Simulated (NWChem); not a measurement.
Species: CH₆N cation; SMILES C[NH3+]

```xyz
8

C      0.0000     0.0000     0.8146
N      0.0000     0.0000    -0.7025
H     -1.0168     0.1956     1.1548
H      0.6778     0.7828     1.1548
H      0.3391    -0.9784     1.1548
H     -0.6253    -0.7236    -1.0803
H      0.9394    -0.1797    -1.0803
H     -0.3140     0.9034    -1.0803
```
Atoms are numbered in this order, from 1.

Computed with NWChem. Pople sets run with spherical d functions. Coordinates come from a B3LYP/6-31G* (spherical d) optimisation. Core excitations by TDA in a window of 1s orbitals, non-relativistic and unshifted: absolute energies depend strongly on the exact-exchange share.

| level | first 1s excitation (eV) | dipole oscillator strength of the first | first state with f > 0.002 (eV) | dipole oscillator strength of that state |
|---|---|---|---|---|
| N K edge, BHandHLYP/def2-TZVP | 402.7 | 0.0085 | 402.7 | 0.0085 |
| N K edge, B3LYP/cc-pVTZ | 391.9 | 0.0032 | 391.9 | 0.0032 |
| C K edge, B3LYP/def2-TZVP | … | … | … | … |
| C K edge, BHandHLYP/6-311G** | 286.0 | 0.0582 | 286.0 | 0.0582 |

Task: What belongs in the gaps?

Result: 
- C K edge, B3LYP/def2-TZVP, first 1s excitation (eV): 276.9
- C K edge, B3LYP/def2-TZVP, dipole oscillator strength of the first: 0.0115
- C K edge, B3LYP/def2-TZVP, first state with f > 0.002 (eV): 276.9
- C K edge, B3LYP/def2-TZVP, dipole oscillator strength of that state: 0.0115
